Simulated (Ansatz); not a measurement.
Molecule: TiO, net charge 0, triplet state. The spin state was set by rule; other spins were not relaxed. 
Coordinates optimised at B3LYP-D3(BJ)/def2-TZVP (Ansatz, a quantum-chemistry and plane-wave program):
```xyz
2

Ti     0.0000     0.0000    -0.4300
O      0.0000     0.0000     1.1824
```
Charge 0, spin multiplicity 3.

Total electronic energies in hartree. Correlated levels leave the core frozen unless marked. UHF or UKS for open shells. Spin-orbit coupling is left out. The frozen core is the preceding noble-gas configuration, with the filled d and f shells of earlier blocks. Non-relativistic. CBS marks a two-point X^-3 extrapolation of the correlation energy; Hartree-Fock from the larger set. The bracket is a focal-point correction in the basis named.

The T1 diagnostic of CCSD in the largest basis is 0.046, which is high, so the coupled-cluster rows are less sure than usual.

```csv
level,program,energy (Eh)
HF/def2-SVPD,Ansatz,-923.10774
BLYP/def2-TZVPD,Ansatz,-924.73917
revPBE-D3(BJ)/def2-TZVPD,Ansatz + dftd3,-924.59616
r2SCAN/def2-TZVPD,Ansatz,-924.64162
B2PLYP-D4/def2-TZVPD,Ansatz + dftd4,-924.41473
B2PLYP/def2-TZVPD,Ansatz,-924.41376
MP2/def2-QZVPPD,Ansatz,-923.69500
"RI-MP2/CBS(def2-TZVPPD,def2-QZVPPD)+[CCSD(T)-MP2]/def2-TZVPPD",Ansatz,-923.7196
"CCSD(T)/CBS(def2-TZVPPD,def2-QZVPPD)",Ansatz,-923.7175
```

Totals of different functionals don't rank their quality; only differences between species are comparable.
